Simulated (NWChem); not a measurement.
System: C2H6O2Si; SMILES O[SiH]1COC1

Input file for NWChem:

```
start job
memory heap 200 mb stack 900 mb global 1100 mb
geometry units angstroms noautosym nocenter noautoz
  O     -0.540288    -2.029096     0.000000
  Si     0.355017    -0.606836     0.000000
  C     -0.102224     0.847648    -1.139310
  O      0.131964     1.721342     0.000000
  C     -0.102224     0.847648     1.139310
  H     -0.028746    -2.855348     0.000000
  H      1.828932    -0.932945     0.000000
  H     -1.167917     0.870922    -1.474745
  H      0.542791     1.144172    -1.992405
  H      0.542791     1.144172     1.992405
  H     -1.167917     0.870922     1.474745
end
basis spherical
  * library 6-31g*
end
dft
  xc m06-2x
  iterations 150
end
cosmo
  do_cosmo_smd true
  solvent water
end
task dft energy
```

Excerpt of the output:

```
             Northwest Computational Chemistry Package (NWChem) 7.3.0
             --------------------------------------------------------

                             Geometry "geometry" -> ""
                             -------------------------

 Output coordinates in angstroms (scale by  1.889725989 to convert to a.u.)

  No.       Tag          Charge          X              Y              Z
 ---- ---------------- ---------- -------------- -------------- --------------
    1 O                    8.0000    -0.54028800    -2.02909600     0.00000000
    2 Si                  14.0000     0.35501700    -0.60683600     0.00000000
    3 C                    6.0000    -0.10222400     0.84764800    -1.13931000
    4 O                    8.0000     0.13196400     1.72134200     0.00000000
    5 C                    6.0000    -0.10222400     0.84764800     1.13931000
    6 H                    1.0000    -0.02874600    -2.85534800     0.00000000
    7 H                    1.0000     1.82893200    -0.93294500     0.00000000
    8 H                    1.0000    -1.16791700     0.87092200    -1.47474500
    9 H                    1.0000     0.54279100     1.14417200    -1.99240500
   10 H                    1.0000     0.54279100     1.14417200     1.99240500
   11 H                    1.0000    -1.16791700     0.87092200     1.47474500

 Effective nuclear repulsion energy (a.u.)     238.0929242865

                                 NWChem DFT Module
                                 -----------------

 Summary of "ao basis" -> "ao basis" (spherical)
 ------------------------------------------------------------------------------
       Tag                 Description            Shells   Functions and Types
 ---------------- ------------------------------  ------  ---------------------
 O                           6-31g*                  6       14   3s2p1d
 Si                          6-31g*                  8       18   4s3p1d
 C                           6-31g*                  6       14   3s2p1d
 H                           6-31g*                  2        2   2s

 in cosmo_initialize ...
 calling solv_data for solv:h2o

 solvent parameters
 solvname_short: h2o
 solvname_long:  water
 dielec:       78.4000
 dielecinf:     1.7769
 aqueous SMD model solvent descriptors
 dielec:       78.4000
 sola:          0.8200

[...]

                                COSMO-SMD solvation results
                                ---------------------------

             internal energy in gas <Psi(g)|H|Psi(g)> =      -519.603117100934
         internal energy in solvent <Psi(s)|H|Psi(s)> =      -519.600361114440
                               delta internal energy  =         0.002755986494 (    1.73 kcal/mol)
   total free energy in solvent <Psi(s)|H+V/2|Psi(s)> =      -519.619926696752
 polarization energy contribution <Psi(s)|V/2|Psi(s)> =        -0.019565582312 (  -12.28 kcal/mol)
    total free energy in solvent including G(SMD-CDS) =      -519.614654365967
                       G(SMD-CDS) energy contribution =         0.005272330785 (    3.31 kcal/mol)
     1 M fixed-concentration free energy of solvation =        -0.011537265033 (   -7.24 kcal/mol)

                       DFT Final Molecular Orbital Analysis
                       ------------------------------------

 Vector   22  Occ=2.000000D+00  E=-3.699649D-01
              MO Center=  1.9D-01,  9.4D-01,  1.2D-08, r^2= 2.8D+00
   Bfn.  Coefficient  Atom+Function         Bfn.  Coefficient  Atom+Function
  ----- ------------  ---------------      ----- ------------  ---------------
    49      0.377858   4 O  px               53      0.294692   4 O  px
    50      0.260086   4 O  py               54      0.204683   4 O  py
    36     -0.197013   3 C  py               64     -0.197013   5 C  py
    21     -0.178309   2 Si px               78     -0.156447   7 H  s
    22      0.128688   2 Si py               52      0.125920   4 O  s

 Vector   23  Occ=2.000000D+00  E=-3.414916D-01
              MO Center= -2.9D-02,  1.8D-01, -3.9D-08, r^2= 3.0D+00
   Bfn.  Coefficient  Atom+Function         Bfn.  Coefficient  Atom+Function
  ----- ------------  ---------------      ----- ------------  ---------------
    23      0.288879   2 Si pz               36      0.258477   3 C  py
    64     -0.258476   5 C  py                5     -0.244421   1 O  pz
     9     -0.210757   1 O  pz               37     -0.200509   3 C  pz
    65     -0.200509   5 C  pz               40      0.190509   3 C  py
    68     -0.190509   5 C  py               38     -0.175930   3 C  s

 Vector   24  Occ=2.000000D+00  E=-3.146287D-01
              MO Center=  3.7D-02,  9.6D-01,  5.6D-08, r^2= 2.7D+00
   Bfn.  Coefficient  Atom+Function         Bfn.  Coefficient  Atom+Function
  ----- ------------  ---------------      ----- ------------  ---------------
    49      0.385376   4 O  px               53      0.324710   4 O  px
    50     -0.282250   4 O  py               54     -0.244589   4 O  py
    78      0.181063   7 H  s                22     -0.172051   2 Si py
    20     -0.169708   2 Si s                80      0.165151   8 H  s
    86      0.165151  11 H  s                21      0.155438   2 Si px

 Vector   25  Occ=0.000000D+00  E= 6.676515D-02
              MO Center=  3.4D-01, -1.0D+00, -8.1D-09, r^2= 4.6D+00
   Bfn.  Coefficient  Atom+Function         Bfn.  Coefficient  Atom+Function
  ----- ------------  ---------------      ----- ------------  ---------------
    26      1.062501   2 Si py                6      0.765546   1 O  s
    52     -0.374341   4 O  s                24     -0.328960   2 Si s
    25      0.315363   2 Si px               22      0.229469   2 Si py
     7      0.193492   1 O  px               76     -0.166427   6 H  s
    54      0.164689   4 O  py               82     -0.148209   9 H  s

[...]
```

Level: M06-2X/6-31G* (spherical d), SMD on the gas-phase geometry. Geometry: optimised at PBE-D3(BJ)/def2-SVP. Solvent: water.
